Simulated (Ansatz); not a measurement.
Ansatz (a first-principles code) input (HF/def2-QZVPP):
A basis named .json is the Basis Set Exchange file of that set.

Ansatz 0.2 input:
```yaml
crystal:
  periodic: [false, false, false]
  atoms:
    - {symbol: Ta, position_ang: [0.06983701, -0.07420317, -0.16891975]}
    - {symbol: O, position_ang: [-1.45356111, -0.76322457, 0.39346004]}
    - {symbol: O, position_ang: [-0.56598096, 1.56850305, -0.26386777]}
    - {symbol: F, position_ang: [1.22869280, -0.11393289, 1.25493376]}
basis:
  gaussian:
    orbitals: def2-QZVPP.json
hamiltonian:
  xc: hf
total_charge: 1
magnetization: {spin_polarized: true, initial_magnetization: 1}
```

End of the output:

```
mean field evaluation 4: about -8311.5532 eV, gradient 4.8e0 eV
mean field evaluation 8: about -8311.9015 eV, gradient 3.1e-1 eV
mean field evaluation 16: about -8311.9905 eV, gradient 3.7e-1 eV
mean field evaluation 32: about -8311.6898 eV, gradient 1.2e0 eV
mean field evaluation 64: about -8310.1546 eV, gradient 6.7e0 eV
mean field evaluation 96: about -8304.9024 eV, gradient 2.4e1 eV
mean field evaluation 128: about -8310.3970 eV, gradient 1.4e0 eV
mean field evaluation 160: about -8309.3415 eV, gradient 7.2e0 eV
mean field evaluation 192: about -8308.3884 eV, gradient 6.2e0 eV
mean field evaluation 224: about -8307.0653 eV, gradient 1.1e1 eV
mean field evaluation 256: about -8305.9499 eV, gradient 3.1e0 eV
mean field evaluation 288: about -8305.1910 eV, gradient 1.2e1 eV
mean field -8311.99149789 eV, -305.4600534774 hartree, gradient 1.1e-5 eV, S^2 1.150147; 0 other end points of the search recorded, 0 dependent functions left out
reference -8311.99149789 eV, -305.4600534774 hartree; 19, 18 occupied and 233, 234 virtual orbitals, 1293 factors
Total energy: -8311.99149789 eV, -305.4600534774 hartree
```

The spin state was set by rule; other spins were not relaxed.

The determinant is spin-contaminated: <S^2> is 1.15 against 0.75 for a pure state.
